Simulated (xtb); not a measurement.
C4H10In (SMILES C[CH2][In][CH2]C), doublet, from a rough starting geometry (GFN-xTB shapes and energies of metal compounds can be far from the true ones) (the spin is typed, not shown lowest); GFN2-xTB (xtb).

The xtb input:
```
$ xtb mol.xyz --gfn 2 --uhf 1 --opt vtight --json

# file mol.xyz
15

In     1.25007383     0.22594276     0.11852453
C     -0.18562897    -0.56683570     2.00409803
C     -0.01090015    -2.08657277     2.17437903
H     -1.26176711    -0.34782547     1.69256066
H     -0.02325391    -0.03905388     2.90976717
H      1.00888420    -2.27767340     2.46304191
H     -0.20272034    -2.58937288     1.32153858
H     -0.70116760    -2.44831471     2.97284146
C      0.40132744     0.55782872    -2.03633450
C     -0.16653793     2.00812514    -2.19249317
H     -0.34522375    -0.18298970    -2.23180413
H      1.22659071     0.47066213    -2.81253379
H      0.62423800     2.74482957    -1.97692431
H     -1.00016976     2.11795950    -1.41527533
H     -0.62553093     2.23639042    -3.16534526
```

What the program printed (banner, timings and long lists left out):

```
   ID    Z sym.   atoms
    1   49 In     1
    2    6 C      2, 3, 9, 10
    3    1 H      4-8, 11-15

           -------------------------------------------------
          |                Calculation Setup                |
           -------------------------------------------------

           -------------------------------------------------
          |                 G F N 2 - x T B                 |
           -------------------------------------------------

          ...................................................
          :                      SETUP                      :
          :.................................................:
          :  # basis functions                  36          :
          :  # atomic orbitals                  35          :
          :  # shells                           21          :
          :  # electrons                        29          :
          :  max. iterations                   250          :
          :  Hamiltonian                  GFN2-xTB          :
          :  restarted?                      false          :
          :  GBSA solvation                  false          :
          :  PC potential                    false          :
          :  electronic temp.          300.0000000     K    :
          :  accuracy                    1.0000000          :
          :  -> integral cutoff          0.2500000E+02      :
          :  -> integral neglect         0.1000000E-07      :
          :  -> SCF convergence          0.1000000E-05 Eh   :
          :  -> wf. convergence          0.1000000E-03 e    :
          :  Broyden damping             0.4000000          :
          :  net charge                          0          :
          :  unpaired electrons                  1          :
          ...................................................

 iter      E             dE          RMSdq      gap      omega  full diag
   1    -14.9229949 -0.149230E+02  0.137E+01    2.99       0.0  T
   2    -14.9841299 -0.611350E-01  0.405E+00    3.87       1.0  T
   3    -14.9738351  0.102948E-01  0.288E+00    3.58       1.0  T
   4    -14.9332720  0.405631E-01  0.234E+00    3.56       1.0  T
   5    -14.9851373 -0.518653E-01  0.691E-01    3.66       1.0  T
   6    -14.9869907 -0.185334E-02  0.301E-01    3.65       1.0  T
   7    -14.9869707  0.199381E-04  0.700E-02    3.67       1.0  T
   8    -14.9870041 -0.333746E-04  0.123E-02    3.67       2.1  T
   9    -14.9870046 -0.526025E-06  0.452E-03    3.67       5.7  T
  10    -14.9870046  0.775886E-07  0.309E-03    3.67       8.4  T
  11    -14.9870046 -0.855311E-07  0.999E-04    3.67      25.8  T
  12    -14.9870046 -0.454831E-09  0.302E-04    3.67      85.6  T

   *** convergence criteria satisfied after 12 iterations ***

         :::::::::::::::::::::::::::::::::::::::::::::::::::::
         ::                     SUMMARY                     ::
         :::::::::::::::::::::::::::::::::::::::::::::::::::::
         :: total energy             -14.791768502929 Eh    ::
         :: gradient norm              0.129631651586 Eh/a0 ::
         :: HOMO-LUMO gap              3.667015666340 eV    ::
         ::.................................................::
         :: SCC energy               -14.986993674642 Eh    ::
         :: -> isotropic ES            0.010079846785 Eh    ::
         :: -> anisotropic ES          0.006137203861 Eh    ::
         :: -> anisotropic XC          0.008627236796 Eh    ::
         :: -> dispersion             -0.007649386800 Eh    ::
         :: repulsion energy           0.195225171713 Eh    ::
         :: add. restraining           0.000000000000 Eh    ::
         :: total charge              -0.000000000000 e     ::
         :::::::::::::::::::::::::::::::::::::::::::::::::::::

      -----------------------------------------------------------
     |                   =====================                   |
     |                        A N C O P T                        |
     |                   =====================                   |
     |               Approximate Normal Coordinate               |
     |                Rational Function Optimizer                |
      -----------------------------------------------------------
      -----------------------------------------------------------
     |                   =====================                   |
     |                        A N C O P T                        |
     |                   =====================                   |
     |               Approximate Normal Coordinate               |
     |                Rational Function Optimizer                |
      -----------------------------------------------------------

          ...................................................
          :                      SETUP                      :
          :.................................................:
          :   optimization level         verytight          :
          :   max. optcycles                   300          :
          :   ANC micro-cycles                  20          :
          :   degrees of freedom                39          :
          :.................................................:
          :   RF solver                   davidson          :
          :   write xtbopt.log                true          :
          :   linear?                        false          :
          :   energy convergence         0.1000000E-06 Eh   :
          :   grad. convergence          0.2000000E-03 Eh/α :
          :   maxmium RF displ.          1.0000000          :
          :   Hlow (freq-cutoff)         0.1000000E-01      :
          :   Hmax (freq-cutoff)         5.0000000          :
          :   S6 in model hess.         20.0000000          :
          ...................................................

generating ANC from exact Hessian ...
Using Lindh-Hessian (1995)
 Shifting diagonal of input Hessian by    1.0345906549378702E-002
 Lowest  eigenvalues of input Hessian
[...]
 * total energy  :   -14.8053907 Eh     change       -0.8384565E-06 Eh
 * total energy  :   -14.8053913 Eh     change       -0.6046907E-06 Eh
 * total energy  :   -14.8053924 Eh     change       -0.1051895E-05 Eh
 * total energy  :   -14.8053938 Eh     change       -0.1412807E-05 Eh
 * total energy  :   -14.8053953 Eh     change       -0.1491987E-05 Eh
 * total energy  :   -14.8053969 Eh     change       -0.1640084E-05 Eh
 * total energy  :   -14.8053989 Eh     change       -0.1957511E-05 Eh
 * total energy  :   -14.8054007 Eh     change       -0.1825840E-05 Eh
 * total energy  :   -14.8054016 Eh     change       -0.8974115E-06 Eh
 * total energy  :   -14.8054020 Eh     change       -0.4175365E-06 Eh
 * total energy  :   -14.8054021 Eh     change       -0.1158433E-06 Eh
 * total energy  :   -14.8054022 Eh     change       -0.4215714E-07 Eh
   *** GEOMETRY OPTIMIZATION CONVERGED AFTER 20 ITERATIONS ***
         :: total energy             -14.805402151486 Eh    ::
[...]
         :: total charge               0.000000000000 e     ::
         :::::::::::::::::::::::::::::::::::::::::::::::::::::

           -------------------------------------------------
          |                Property Printout                |
           -------------------------------------------------

    * Orbital Energies and Occupations

         #    Occupation            Energy/Eh            Energy/eV
      -------------------------------------------------------------
         1        2.0000           -0.5857659             -15.9395
       ...           ...                  ...                  ...
         3        2.0000           -0.5387865             -14.6611
         4        2.0000           -0.5362089             -14.5910
         5        2.0000           -0.4986807             -13.5698
         6        2.0000           -0.4798361             -13.0570
         7        2.0000           -0.4789965             -13.0342
         8        2.0000           -0.4692881             -12.7700
         9        2.0000           -0.4614401             -12.5564
        10        2.0000           -0.4391726             -11.9505
        11        2.0000           -0.4380905             -11.9210
        12        2.0000           -0.4181914             -11.3796
        13        2.0000           -0.4174923             -11.3605
        14        2.0000           -0.3345342              -9.1031
        15        1.0000           -0.2952684              -8.0347 (HOMO)
        16                         -0.1629441              -4.4339 (LUMO)
        17                         -0.1109014              -3.0178
        18                         -0.0674205              -1.8346
        19                         -0.0133772              -0.3640
        20                         -0.0025684              -0.0699
        21                          0.0263918               0.7182
        22                          0.1171215               3.1870
        23                          0.1545104               4.2044
        24                          0.1762852               4.7970
        25                          0.1777969               4.8381
        26                          0.1883315               5.1248
       ...                                ...                  ...
        35                          0.5873032              15.9813
      -------------------------------------------------------------
                  HL-Gap            0.1323244 Eh            3.6007 eV
             Fermi-level           -0.2720038 Eh           -7.4016 eV

     #   Z          covCN         q      C6AA      α(0)
     1  49 In       1.490     0.249   389.168    45.477
     2   6 C        3.559    -0.162    24.690     7.248
     3   6 C        3.758    -0.088    22.237     6.723
     4   1 H        0.924     0.016     2.787     2.611
     5   1 H        0.924     0.022     2.698     2.569
     6   1 H        0.924     0.033     2.548     2.496
     7   1 H        0.924     0.026     2.644     2.543
     8   1 H        0.924     0.028     2.612     2.527
     9   6 C        3.559    -0.162    24.699     7.250
    10   6 C        3.759    -0.088    22.231     6.722
    11   1 H        0.924     0.016     2.790     2.612
    12   1 H        0.924     0.024     2.677     2.559
    13   1 H        0.924     0.031     2.569     2.507
    14   1 H        0.924     0.026     2.638     2.540
    15   1 H        0.924     0.029     2.607     2.525

 Mol. C6AA /au·bohr⁶  :       2983.316855
 Mol. C8AA /au·bohr⁸  :     155837.151045
 Mol. α(0) /au        :         98.907586

Wiberg/Mayer (AO) data.
largest (>0.10) Wiberg bond orders for each atom

 ---------------------------------------------------------------------------
     #   Z sym  total        # sym  WBO       # sym  WBO       # sym  WBO
 ---------------------------------------------------------------------------
     1  49 In   1.554 --     2 C    0.617     9 C    0.617
     2   6 C    3.788 --     3 C    1.031     5 H    0.951     4 H    0.949
                             1 In   0.617     9 C    0.218
     3   6 C    3.996 --     2 C    1.031     6 H    0.973     7 H    0.972
                             8 H    0.967
     4   1 H    0.999 --     2 C    0.949
     5   1 H    0.999 --     2 C    0.951
     6   1 H    0.997 --     3 C    0.973
     7   1 H    0.999 --     3 C    0.972
     8   1 H    0.985 --     3 C    0.967
     9   6 C    3.788 --    10 C    1.031    12 H    0.951    11 H    0.949
                             1 In   0.617     2 C    0.218
    10   6 C    3.996 --     9 C    1.031    13 H    0.973    14 H    0.972
                            15 H    0.967
    11   1 H    0.999 --     9 C    0.949
    12   1 H    0.999 --     9 C    0.951
    13   1 H    0.997 --    10 C    0.973
    14   1 H    0.999 --    10 C    0.972
    15   1 H    0.986 --    10 C    0.967
 ---------------------------------------------------------------------------

Topologies differ in total number of bonds
Writing topology from bond orders to xtbtopo.mol

molecular dipole:
                 x           y           z       tot (Debye)
 q only:        0.538       0.114       0.117
   full:        0.370       0.079       0.084       0.984
molecular quadrupole (traceless):
                xx          xy          yy          xz          yz          zz
 q only:        2.676       0.066       1.039       1.142       1.143      -3.715
  q+dip:        1.873       0.609      -0.509       0.782      -0.063      -1.364
   full:        2.364      -0.182       1.840       1.144       1.525      -4.204

optimized geometry written to: xtbopt.xyz

           -------------------------------------------------
          | TOTAL ENERGY              -14.805402151486 Eh   |
          | GRADIENT NORM               0.000191165098 Eh/α |
          | HOMO-LUMO GAP               3.600729232547 eV   |
           -------------------------------------------------

normal termination of xtb
```
